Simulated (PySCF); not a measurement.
Spectroscopy problems

Method: GFN2-xTB geometry, spin–spin couplings from B3LYP/pcJ-1 (spin–dipole term left out of most H,H and C,H couplings), shielding tensors at PBE0/pcSseg-1 (GIAO), in PySCF 2.14.0 with density-fitted response routines (one averaged value for each set of equivalent atoms, single conformer, gas phase, relativity neglected).

δ = σ(ref) − σ, references computed at the same level: TMS for ¹H, ¹³C. Multiplet labels drop J under 1 Hz and among equivalent protons, and merge close values. Unscaled 3J(H,H) run several per cent high. Where no couplings were computed, multiplicities follow the n + 1 count of equivalent neighbours, and m marks all less simple cases (inequivalent or close neighbours, rings, F or P nearby). Shifts are as computed. Against solution values, carbons near 30 ppm lie about +3 ppm off and those near 130 ppm about +5 ppm. Of 1211 compounds with measured shifts, 218 miss one by over three times the rms of a fit or turn the order of signals round; such compounds aren't used in these exercises. OH and NH positions are gas-phase values without hydrogen bonding to other molecules.

Question: C7H13N. ¹H NMR (300 MHz, computed): δ 5.79 (br s, 1H), 5.44 (br s, 1H), 4.11 (m, 1H), 2.18 (m, 1H), 1.65 (m, 1H), 1.18 (d, 3H), 0.93 (d, 3H), 0.69 (br s, 2H). ¹³C{¹H} NMR (computed): δ 167.9 (C), 116.8 (CH2), 55.9 (CH), 44.5 (CH), 41.2 (CH), 23.1 (CH3), 15.4 (CH3). Give a structure.

Answer: SMILES C=C1[C@@H](C)[C@H](C)[C@@H]1N. The formula gives 2 degrees of unsaturation (1 ring in the answer). 7 carbon signals for 7 carbons: no two carbons are equivalent. Carbon types of the structure: 1 × C, 3 × CH, 1 × CH2, 2 × CH3, leaving 2 H on heteroatoms. δC 167.9: fully substituted alkene carbon. δC 116.8: terminal =CH2 carbon; an sp2 carbon of a C=C bond. δC 55.9: allylic sp3 CH bonded to N; the inductive effect lowers its shielding. δC 44.5: allylic sp3 CH; aliphatic region, no heteroatom directly attached.

This is the structure that produced the data.

Question: C3H9N. ¹H NMR (300 MHz, computed): δ 2.13 (s, 9H). ¹³C{¹H} NMR (computed): δ 48.9. What is it?

Answer: trimethylamine (CN(C)C). The formula gives 0 degrees of unsaturation. 1 carbon signal for 3 carbons: some carbons are equivalent by symmetry or fast rotation. Carbon types of the structure: 3 × CH3, which accounts for all hydrogens. δC 48.9: methyl carbon bonded to N; pulled downfield by the heteroatom. δH 2.13: hydrogen on a methyl carbon bonded to N; its carbon carries N, which withdraws density.
